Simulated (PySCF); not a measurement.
C₄H₇FO₂.

```xyz
14

C      2.3703     0.5946    -0.5741
C      1.4317     0.0137     0.1710
F      1.7199    -0.9878     1.0171
O      0.1430     0.3640     0.2075
C     -0.8366    -0.6901     0.1633
C     -2.1873    -0.0088     0.0890
O     -2.3128     0.7846    -1.0632
H      2.0913     1.3821    -1.2718
H      3.4129     0.3005    -0.4643
H     -0.7532    -1.3255     1.0595
H     -0.6620    -1.3047    -0.7370
H     -2.9729    -0.7806     0.0520
H     -2.3409     0.5767     1.0188
H     -1.5634     1.3971    -1.0600
```
Charge 0, spin multiplicity 1.

Geometry: B3LYP-D3(BJ)/def2-SVP. The structure was generated by enumeration, and PubChem lists no compound with its InChIKey, so it may never have been made. One conformer was computed; it need not be the lowest.

The numbers are results of PBE0/pcSseg-1 run with PySCF, not measurements. Non-relativistic, no solvent.

Problem. Give the absolute GIAO shielding of each atom: isotropic value and principal components (ppm). (An estimate is asked for; the answer gives what the named calculation found.)

Solution. 
| atom | σ(iso) | σ11 | σ22 | σ33 | span |
|---|---|---|---|---|---|
| C1 | 112.9 | 39.8 | 137.4 | 161.4 | 121.5 |
| C2 | 12.7 | -88.6 | 54.5 | 72.3 | 161.0 |
| F3 | 257.3 | 168.6 | 280.1 | 323.3 | 154.8 |
| O4 | 216.7 | 144.3 | 224.0 | 282.0 | 137.7 |
| C5 | 110.3 | 86.9 | 99.3 | 144.7 | 57.8 |
| C6 | 121.1 | 100.4 | 109.7 | 153.1 | 52.7 |
| O7 | 306.0 | 283.5 | 314.3 | 320.2 | 36.7 |
| H8 | 27.4 | 24.7 | 26.2 | 31.2 | 6.5 |
| H9 | 27.3 | 24.8 | 25.6 | 31.5 | 6.7 |
| H10 | 27.2 | 22.7 | 28.2 | 30.9 | 8.2 |
| H11 | 27.7 | 23.8 | 26.8 | 32.6 | 8.9 |
| H12 | 27.8 | 23.5 | 27.0 | 32.8 | 9.2 |
| H13 | 27.3 | 22.7 | 26.6 | 32.6 | 9.9 |
| H14 | 29.9 | 19.7 | 29.4 | 40.6 | 20.9 |
